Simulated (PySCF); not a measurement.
Simulation results for AlBFH₂

Calculation on a computer-drawn molecule: vertical ionisation energy to the stated ion spin, frozen-core CCSD(T) at the basis limit and cheaper methods, single-reference cases, UHF for radicals, no spin-orbit; all values are single points at the evaluated structure, the first of each entry, which is the reference or a displaced copy of it and isn't optimised; the reference structure only sets the zero of the energies above reference; triples share is (T) over the correlation energy. Program: PySCF 2.14.0.

Common to all runs: charge 1; multiplicity 1; ion multiplicity 2; diffuse functions no; basis cc-pV(n+d)Z; reference is the Hartree-Fock double-zeta minimum; best is HF at quadruple zeta + MP2 correlation extrapolated from triple and quadruple zeta + CCSD(T) minus MP2 at triple zeta; basis step is the size of the change from the same recipe one zeta lower.

(1) AlBFH₂

Evaluated structure:
```xyz
5
AlBFH2
B      1.0960    -2.8626    -0.3510
Al    -0.1220    -1.4388    -1.5360
F     -1.0148    -0.3911    -2.2765
H      0.8128    -2.9470     0.8221
H      1.9045    -3.4724    -0.9244
```

Reference structure:
```xyz
5
AlBFH2
B      1.0801    -2.8664    -0.3345
Al    -0.1340    -1.4328    -1.4675
F     -1.0254    -0.3798    -2.3002
H      0.8298    -2.9507     0.8211
H      1.8985    -3.4527    -0.9605
```

```
ionisation energy best                    : 17.8 eV
ionisation energy basis step              : 0.01315 eV
energy above reference best               : 1.438 kcal/mol
energy above reference basis step         : 0.1883 kcal/mol
ionisation energy Koopmans at triple zeta : 17.74 eV
ionisation energy EOM CCSD at triple zeta : 17.8 eV
total energy HF triple zeta               : -367.0235 hartree
total energy CCSD(T) triple zeta          : -367.4510 hartree
total energy best                         : -367.5209 hartree
T1 diagnostic at triple zeta              : 0.01311
D1 diagnostic at triple zeta              : 0.02801
ion T1 diagnostic at triple zeta          : 0.01894
ion D1 diagnostic at triple zeta          : 0.05927
ion spin squared at triple zeta           : 0.7602
triples share at triple zeta              : 0.02806
basis functions triple zeta               : 127
```

Drawn bonds:
```tsv
atom	other atom	order
1	2	1
2	3	1
1	4	1
1	5	1
```

Triple zeta:
```tsv
method	ionisation energy (eV)	energy above reference (kcal/mol)
HF	16.85	0.3303
PBE	17.55	2.017
r2SCAN	17.51	1.456
B3LYP	17.76	1.534
wB97X	17.7	1.389
MP2	17.59	1.605
CCSD	17.69	1.272
CCSD(T)	17.71	1.448
```

(2) AlBFH₂

Evaluated structure:
```xyz
5
AlBFH2
B      1.0090    -2.8083    -0.3510
Al    -0.1051    -1.4076    -1.5457
F     -1.0857    -0.4033    -2.2855
H      0.8273    -2.9766     0.8192
H      2.1879    -3.7813    -1.1662
```

Reference structure:
```xyz
5
AlBFH2
B      1.0801    -2.8664    -0.3345
Al    -0.1340    -1.4328    -1.4675
F     -1.0254    -0.3798    -2.3002
H      0.8298    -2.9507     0.8211
H      1.8985    -3.4527    -0.9605
```

```
ionisation energy best                    : 16.73 eV
ionisation energy basis step              : 0.007875 eV
energy above reference best               : 40.14 kcal/mol
energy above reference basis step         : 0.3977 kcal/mol
ionisation energy Koopmans at triple zeta : 16.59 eV
ionisation energy EOM CCSD at triple zeta : 16.73 eV
total energy HF triple zeta               : -366.9524 hartree
total energy CCSD(T) triple zeta          : -367.3896 hartree
total energy best                         : -367.4592 hartree
T1 diagnostic at triple zeta              : 0.01484
D1 diagnostic at triple zeta              : 0.03071
ion T1 diagnostic at triple zeta          : 0.01998
ion D1 diagnostic at triple zeta          : 0.05507
ion spin squared at triple zeta           : 0.7651
triples share at triple zeta              : 0.03009
basis functions triple zeta               : 127
```

Drawn bonds:
```tsv
atom	other atom	order
1	2	1
2	3	1
1	4	1
1	5	1
```

Triple zeta:
```tsv
method	ionisation energy (eV)	energy above reference (kcal/mol)
HF	15.34	44.95
PBE	16.53	37.93
r2SCAN	16.44	40
B3LYP	16.64	40.9
wB97X	16.56	41.86
MP2	16.4	42.81
CCSD	16.58	40.55
CCSD(T)	16.63	39.99
```

(3) AlBFH₂

Evaluated structure:
```xyz
5
AlBFH2
B      1.1726    -2.8896    -0.3405
Al    -0.0753    -1.4615    -1.4366
F     -1.0293    -0.3259    -2.1700
H      0.7955    -2.9947     0.8498
H      1.9617    -3.4878    -0.9937
```

Reference structure:
```xyz
5
AlBFH2
B      1.0801    -2.8664    -0.3345
Al    -0.1340    -1.4328    -1.4675
F     -1.0254    -0.3798    -2.3002
H      0.8298    -2.9507     0.8211
H      1.8985    -3.4527    -0.9605
```

```
ionisation energy best                    : 17.74 eV
ionisation energy basis step              : 0.02316 eV
energy above reference best               : 2.699 kcal/mol
energy above reference basis step         : 0.1208 kcal/mol
ionisation energy Koopmans at triple zeta : 17.7 eV
ionisation energy EOM CCSD at triple zeta : 17.75 eV
total energy HF triple zeta               : -367.0177 hartree
total energy CCSD(T) triple zeta          : -367.4491 hartree
total energy best                         : -367.5189 hartree
T1 diagnostic at triple zeta              : 0.0144
D1 diagnostic at triple zeta              : 0.03089
ion T1 diagnostic at triple zeta          : 0.02074
ion D1 diagnostic at triple zeta          : 0.06235
ion spin squared at triple zeta           : 0.7631
triples share at triple zeta              : 0.02932
basis functions triple zeta               : 127
```

Drawn bonds:
```tsv
atom	other atom	order
1	2	1
2	3	1
1	4	1
1	5	1
```

Triple zeta:
```tsv
method	ionisation energy (eV)	energy above reference (kcal/mol)
HF	16.81	4.021
PBE	17.45	1.612
r2SCAN	17.42	2.554
B3LYP	17.67	2.578
wB97X	17.62	2.724
MP2	17.53	2.768
CCSD	17.63	2.898
CCSD(T)	17.64	2.661
```

(4) AlBFH₂

Evaluated structure:
```xyz
5
AlBFH2
B      1.1726    -2.8896    -0.3405
Al    -0.0707    -1.4667    -1.4326
F     -1.0247    -0.3311    -2.1660
H      0.7955    -2.9947     0.8498
H      1.9617    -3.4878    -0.9937
```

Reference structure:
```xyz
5
AlBFH2
B      1.0801    -2.8664    -0.3345
Al    -0.1340    -1.4328    -1.4675
F     -1.0254    -0.3798    -2.3002
H      0.8298    -2.9507     0.8211
H      1.8985    -3.4527    -0.9605
```

```
ionisation energy best                    : 17.76 eV
ionisation energy basis step              : 0.02323 eV
energy above reference best               : 2.681 kcal/mol
energy above reference basis step         : 0.1113 kcal/mol
ionisation energy Koopmans at triple zeta : 17.72 eV
ionisation energy EOM CCSD at triple zeta : 17.76 eV
total energy HF triple zeta               : -367.0176 hartree
total energy CCSD(T) triple zeta          : -367.4491 hartree
total energy best                         : -367.5189 hartree
T1 diagnostic at triple zeta              : 0.01439
D1 diagnostic at triple zeta              : 0.03089
ion T1 diagnostic at triple zeta          : 0.02074
ion D1 diagnostic at triple zeta          : 0.06232
ion spin squared at triple zeta           : 0.7632
triples share at triple zeta              : 0.02931
basis functions triple zeta               : 127
```

Drawn bonds:
```tsv
atom	other atom	order
1	2	1
2	3	1
1	4	1
1	5	1
```

Triple zeta:
```tsv
method	ionisation energy (eV)	energy above reference (kcal/mol)
HF	16.83	4.051
PBE	17.46	1.609
r2SCAN	17.43	2.536
B3LYP	17.68	2.571
wB97X	17.64	2.698
MP2	17.54	2.754
CCSD	17.65	2.89
CCSD(T)	17.65	2.655
```

(5) AlBFH₂

Evaluated structure:
```xyz
5
AlBFH2
B      1.1726    -2.8896    -0.3405
Al    -0.1192    -1.4113    -1.4751
F     -1.0732    -0.2757    -2.2085
H      0.7955    -2.9947     0.8498
H      1.9617    -3.4878    -0.9937
```

Reference structure:
```xyz
5
AlBFH2
B      1.0801    -2.8664    -0.3345
Al    -0.1340    -1.4328    -1.4675
F     -1.0254    -0.3798    -2.3002
H      0.8298    -2.9507     0.8211
H      1.8985    -3.4527    -0.9605
```

```
ionisation energy best                    : 17.61 eV
ionisation energy basis step              : 0.0225 eV
energy above reference best               : 3.396 kcal/mol
energy above reference basis step         : 0.2013 kcal/mol
ionisation energy Koopmans at triple zeta : 17.52 eV
ionisation energy EOM CCSD at triple zeta : 17.61 eV
total energy HF triple zeta               : -367.0172 hartree
total energy CCSD(T) triple zeta          : -367.4481 hartree
total energy best                         : -367.5178 hartree
T1 diagnostic at triple zeta              : 0.01453
D1 diagnostic at triple zeta              : 0.03088
ion T1 diagnostic at triple zeta          : 0.02078
ion D1 diagnostic at triple zeta          : 0.06279
ion spin squared at triple zeta           : 0.7621
triples share at triple zeta              : 0.0294
basis functions triple zeta               : 127
```

Drawn bonds:
```tsv
atom	other atom	order
1	2	1
2	3	1
1	4	1
1	5	1
```

Triple zeta:
```tsv
method	ionisation energy (eV)	energy above reference (kcal/mol)
HF	16.66	4.306
PBE	17.34	2.148
r2SCAN	17.3	3.247
B3LYP	17.55	3.148
wB97X	17.49	3.508
MP2	17.38	3.456
CCSD	17.49	3.518
CCSD(T)	17.51	3.27
```

(6) AlBFH₂

Evaluated structure:
```xyz
5
AlBFH2
B      1.1726    -2.8896    -0.3405
Al    -0.1289    -1.4002    -1.4836
F     -1.0829    -0.2646    -2.2170
H      0.7955    -2.9947     0.8498
H      1.9617    -3.4878    -0.9937
```

Reference structure:
```xyz
5
AlBFH2
B      1.0801    -2.8664    -0.3345
Al    -0.1340    -1.4328    -1.4675
F     -1.0254    -0.3798    -2.3002
H      0.8298    -2.9507     0.8211
H      1.8985    -3.4527    -0.9605
```

```
ionisation energy best                    : 17.58 eV
ionisation energy basis step              : 0.02237 eV
energy above reference best               : 3.664 kcal/mol
energy above reference basis step         : 0.2164 kcal/mol
ionisation energy Koopmans at triple zeta : 17.48 eV
ionisation energy EOM CCSD at triple zeta : 17.58 eV
total energy HF triple zeta               : -367.0169 hartree
total energy CCSD(T) triple zeta          : -367.4477 hartree
total energy best                         : -367.5173 hartree
T1 diagnostic at triple zeta              : 0.01456
D1 diagnostic at triple zeta              : 0.03087
ion T1 diagnostic at triple zeta          : 0.02079
ion D1 diagnostic at triple zeta          : 0.06289
ion spin squared at triple zeta           : 0.7619
triples share at triple zeta              : 0.02942
basis functions triple zeta               : 127
```

Drawn bonds:
```tsv
atom	other atom	order
1	2	1
2	3	1
1	4	1
1	5	1
```

Triple zeta:
```tsv
method	ionisation energy (eV)	energy above reference (kcal/mol)
HF	16.63	4.492
PBE	17.31	2.375
r2SCAN	17.28	3.51
B3LYP	17.53	3.382
wB97X	17.47	3.794
MP2	17.35	3.728
CCSD	17.46	3.772
CCSD(T)	17.47	3.52
```

(7) AlBFH₂

Evaluated structure:
```xyz
5
AlBFH2
B      1.1726    -2.8896    -0.3405
Al    -0.4029    -1.0866    -1.7243
F     -1.3569     0.0490    -2.4577
H      0.7955    -2.9947     0.8498
H      1.9617    -3.4878    -0.9937
```

Reference structure:
```xyz
5
AlBFH2
B      1.0801    -2.8664    -0.3345
Al    -0.1340    -1.4328    -1.4675
F     -1.0254    -0.3798    -2.3002
H      0.8298    -2.9507     0.8211
H      1.8985    -3.4527    -0.9605
```

```
ionisation energy best                    : 16.59 eV
ionisation energy basis step              : 0.01873 eV
energy above reference best               : 19.27 kcal/mol
energy above reference basis step         : 0.2956 kcal/mol
ionisation energy Koopmans at triple zeta : 16.26 eV
ionisation energy EOM CCSD at triple zeta : 16.56 eV
total energy HF triple zeta               : -366.9943 hartree
total energy CCSD(T) triple zeta          : -367.4229 hartree
total energy best                         : -367.4925 hartree
T1 diagnostic at triple zeta              : 0.01696
D1 diagnostic at triple zeta              : 0.04001
ion T1 diagnostic at triple zeta          : 0.02065
ion D1 diagnostic at triple zeta          : 0.05937
ion spin squared at triple zeta           : 0.7552
triples share at triple zeta              : 0.03014
basis functions triple zeta               : 127
```

Drawn bonds:
```tsv
atom	other atom	order
1	2	1
2	3	1
1	4	1
1	5	1
```

Triple zeta:
```tsv
method	ionisation energy (eV)	energy above reference (kcal/mol)
HF	15.53	18.67
PBE	16.51	16.47
r2SCAN	16.4	18.76
B3LYP	16.65	17.53
wB97X	16.56	20.09
MP2	16.31	20.15
CCSD	16.46	19.49
CCSD(T)	16.49	19.09
```

(8) AlBFH₂

Evaluated structure:
```xyz
5
AlBFH2
B      1.1726    -2.8896    -0.3405
Al    -0.4109    -1.0775    -1.7313
F     -1.3649     0.0581    -2.4647
H      0.7955    -2.9947     0.8498
H      1.9617    -3.4878    -0.9937
```

Reference structure:
```xyz
5
AlBFH2
B      1.0801    -2.8664    -0.3345
Al    -0.1340    -1.4328    -1.4675
F     -1.0254    -0.3798    -2.3002
H      0.8298    -2.9507     0.8211
H      1.8985    -3.4527    -0.9605
```

```
ionisation energy best                    : 16.56 eV
ionisation energy basis step              : 0.01862 eV
energy above reference best               : 19.82 kcal/mol
energy above reference basis step         : 0.2899 kcal/mol
ionisation energy Koopmans at triple zeta : 16.22 eV
ionisation energy EOM CCSD at triple zeta : 16.53 eV
total energy HF triple zeta               : -366.9935 hartree
total energy CCSD(T) triple zeta          : -367.4220 hartree
total energy best                         : -367.4916 hartree
T1 diagnostic at triple zeta              : 0.01708
D1 diagnostic at triple zeta              : 0.04071
ion T1 diagnostic at triple zeta          : 0.02063
ion D1 diagnostic at triple zeta          : 0.05919
ion spin squared at triple zeta           : 0.755
triples share at triple zeta              : 0.03017
basis functions triple zeta               : 127
```

Drawn bonds:
```tsv
atom	other atom	order
1	2	1
2	3	1
1	4	1
1	5	1
```

Triple zeta:
```tsv
method	ionisation energy (eV)	energy above reference (kcal/mol)
HF	15.5	19.19
PBE	16.48	16.96
r2SCAN	16.37	19.29
B3LYP	16.63	18.03
wB97X	16.53	20.66
MP2	16.27	20.73
CCSD	16.43	20.05
CCSD(T)	16.46	19.64
```
